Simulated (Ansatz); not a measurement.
Wavefunction ladder for `[OH][Ge]([F])([Cl])[GeH3]`

```xyz
9

O     1.073   -0.616   -1.663
Ge   -0.246   -0.611   -0.503
F    -1.714   -0.405   -1.406
Cl   -0.443   -2.580    0.335
Ge    0.034    1.141    1.139
H     1.037   -1.352   -2.281
H     1.321    0.848    1.915
H     0.124    2.478    0.400
H    -1.186    1.098    2.063
```

Total charge 0; spin multiplicity 1. Correlated methods include outer-core shells of Ge, which these sets cover unevenly. Scalar relativity is left out up to krypton. All single points use the PBE0-D4/def2-TZVP geometry. It is one conformer, not always the lowest. Frozen core, restricted reference, Ansatz.

| basis | HF (Eh) | MP2 corr. | CCSD corr. | (T) | CCSD(T) total |
| --- | --- | --- | --- | --- | --- |
| def2-SVP | ? | -0.96314 | ? | -0.02367 | ? |
| def2-TZVPP | -4787.08798 | -1.18871 | -1.21296 | ? | ? |
| def2-QZVPP | -4787.19376 | ? | – | – | – |

(1) Fill in the withheld values. (Best estimate.)

Answers

(1) Computed: def2-SVP HF (Eh): -4786.16824; def2-SVP CCSD corr.: -0.98358; def2-SVP CCSD(T) total: -4787.17549; def2-TZVPP (T): -0.04403; def2-TZVPP CCSD(T) total: -4788.34497; def2-QZVPP MP2 corr.: -1.77948.
